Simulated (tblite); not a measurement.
Run record: tight-binding relaxation, `C=C[C@H]1C[Si@H](CCC)C1`.

Computed with GFN2-xTB geometry optimisation, gas phase (tblite 0.8.0). Start geometry: from a force field or distance geometry. The input is one job of a driver script: a line of settings, then coordinates in Å.

Command:
```bash
OMP_NUM_THREADS=1 python probes_run.py task.json out
```

Input:
```
{"job": {"kind": "relax", "xc": "GFN2-xTB", "basis": "xTB"}, "charge": 0, "multiplicity": 1}
C     -4.206100     0.458900     0.596300
C     -3.273600     0.447900    -0.346100
C     -1.853100     0.237100     0.166300
C     -1.192400    -0.806100    -0.725800
Si     0.257500     0.313500    -0.976900
C      1.574700    -0.044700     0.249500
C      2.958900    -0.176400    -0.349600
C      3.894200    -0.464900     0.822500
C     -1.025300     1.432700    -0.232600
H     -3.987300     0.337300     1.652300
H     -5.241100     0.607800     0.228000
H     -3.497600     0.562500    -1.382000
H     -1.807300     0.034300     1.262000
H     -1.759600    -1.111400    -1.606300
H     -0.922900    -1.661300    -0.051000
H      0.657500     0.594900    -2.330700
H      1.617900     0.807000     0.966900
H      1.337400    -1.002000     0.750100
H      3.031700    -0.966000    -1.103800
H      3.270300     0.792400    -0.817900
H      4.274100     0.478900     1.267800
H      4.680000    -1.196000     0.570900
H      3.304200    -0.947100     1.653100
H     -0.607200     1.922600     0.676200
H     -1.496000     2.151100    -0.929900
```

Output:
```
step      E/eV     max force
  0    -732.39909    2.848
  1    -732.78545    1.089
  2    -732.92353    1.053
  3    -733.07045    0.921
  4    -733.12795    0.552
  5    -733.16738    0.375
  6    -733.18818    0.314
  7    -733.20337    0.328
  8    -733.21562    0.265
  9    -733.22736    0.273
... (163 lines left out)
173    -733.47057    0.028
174    -733.47072    0.022
175    -733.47083    0.017
176    -733.47091    0.015
177    -733.47096    0.013
178    -733.47100    0.012
179    -733.47103    0.014
180    -733.47106    0.013
181    -733.47109    0.011
182    -733.47111    0.009
```

«max force» is the largest atomic force in eV/Å.

Question: From which step on does the largest force stay under 0.1 eV/Å, and how much energy is left to gain from there?

Answer: From step 111 (0.079 eV/Å), 25.5 meV above the end.

Main results: energy lowered by 24.7 kcal/mol over 182 steps; largest atomic force 0.009 eV/Å at the end.

Question: Give the final coordinates.

Answer: 0.894 Å rms from the input after alignment:
```
atom  x, y, z in Å
C1    -4.4843    0.2637   -0.3052
C2    -3.2072    0.4512   -0.5823
C3    -2.0869    0.2450    0.3757
C4    -1.0508   -0.7643   -0.1835
Si5    0.2083    0.6402   -0.4885
C6     1.9058    0.4947    0.3487
C7     2.7845   -0.5684   -0.3040
C8     4.1459   -0.6767    0.3730
C9    -1.1935    1.5070    0.4761
H10   -4.8090   -0.0616    0.6702
H11   -5.2608    0.4257   -1.0339
H12   -2.9018    0.7773   -1.5689
H13   -2.4870   -0.0627    1.3441
H14   -1.4219   -1.3160   -1.0443
H15   -0.7560   -1.4963    0.5663
H16    0.3476    1.0568   -1.8919
H17    2.4207    1.4552    0.3041
H18    1.7875    0.2547    1.4070
H19    2.2787   -1.5349   -0.2560
H20    2.9234   -0.3248   -1.3592
H21    4.6849    0.2653    0.2973
H22    4.7471   -1.4545   -0.0927
H23    4.0294   -0.9184    1.4275
H24   -0.9655    1.7623    1.5086
H25   -1.6499    2.3823    0.0209
```

Question: Estimate the wall time. Hardware: one thread, Arm Neoverse V1 (aarch64), shared host with 32 logical CPUs at a one-minute load of 15.

Answer: About 1.9 s.
Labels such as C1 count atoms from 1, the log's own numbers from 0.
